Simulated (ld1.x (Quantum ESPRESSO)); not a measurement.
# Scattering properties, PAW potential for Er

ld1.x (Quantum ESPRESSO) 7.5 input, shortened:

```
&input
   title='Er', zed=68., rel=1, dft='PZ', iswitch=3,
   config='[Xe] 4f12 5d0 6s1.5 6p0.5'
 /
 &inputp
   pseudotype=3, lpaw=.true., tm=.true., lloc=-1, rcloc=2.75,
   nlcc=.true., rcore=0.60,
   which_augfun='BESSEL', rmatch_augfun=0.75
 /
8
5S  1  0   2.00   0.00  1.60  1.90  0.0
6S  2  0   1.50   0.00  1.60  1.90  0.0
5P  2  1   6.00   0.00  2.00  2.15  0.0
6P  3  1   0.50   0.00  2.00  2.15  0.0
5D  3  2   0.00   0.00  2.90  3.35  0.0
5D  3  2   0.00   0.50  2.90  3.35  0.0
4F  4  3  12.00   0.00  0.95  1.30  0.0
4F  4  3   0.00   1.60  0.95  1.30  0.0
 &test
   configts(1)='4f12 5s2 5p6 5d0 6s1.5 6p0.5'
 /
```

The phase is arctan(r·u′/u) with u = r·R(r), unwrapped; energies in Ry, scanned from -6 to 5 Ry. A pole is an energy at which the radial function vanishes at the test radius. The pseudo phase is shifted by a multiple of π to meet the all-electron one at the reference energy, and phase errors are pseudo minus all-electron; the curves can meet again beyond the range given. Levels narrower than the energy grid can be missing from the lists of poles. n/a: not evaluated, since a narrow level or a reset projector energy made the automatic matching unsafe.

```csv
channel,radius (bohr),reference energy (Ry),"poles, all-electron","poles, pseudo",unbroken range about the reference energy with phases within 0.05 rad,phase error 1 Ry above the reference energy (rad)
s,3.67,-0.33,0.66,0.66,n/a,n/a
p,3.67,-0.11,"-1.99, 1.55","-1.99, 1.55",below 3.4,-0.000
d,3.67,-0.12,"0.22, 3.26","0.22, 2.97",below 1.4,-0.001
f,3.67,-0.30,"-0.29, 2.22","-0.29, 2.23",below 3.6,+0.000
```

Phases in the f channel:

```csv
E (Ry),all-electron,pseudo
-6.00,1.463,1.463
-5.74,1.461,1.461
-5.48,1.459,1.459
-5.22,1.456,1.456
-4.96,1.453,1.453
-4.70,1.450,1.450
-4.44,1.447,1.447
-4.18,1.444,1.444
-3.92,1.440,1.440
-3.66,1.436,1.436
-3.40,1.432,1.432
-3.14,1.427,1.427
-2.88,1.421,1.421
-2.62,1.415,1.415
-2.36,1.408,1.408
-2.10,1.400,1.400
-1.84,1.391,1.391
-1.58,1.380,1.380
-1.32,1.367,1.367
-1.06,1.351,1.351
-0.80,1.329,1.329
-0.54,1.297,1.297
-0.28,-1.750,-1.750
-0.02,-1.901,-1.901
0.24,-1.985,-1.985
0.50,-2.132,-2.132
0.76,-2.482,-2.481
1.02,-3.387,-3.386
1.28,-4.170,-4.170
1.54,-4.460,-4.460
1.80,-4.593,-4.593
2.06,-4.673,-4.673
2.32,-4.733,-4.733
2.58,-4.786,-4.786
2.84,-4.844,-4.842
3.10,-4.921,-4.917
3.36,-5.056,-5.045
3.62,-5.415,-5.363
3.88,-6.625,-6.458
4.14,-7.387,-7.330
4.40,-7.602,-7.575
4.66,-7.696,-7.679
4.92,-7.751,-7.737
```
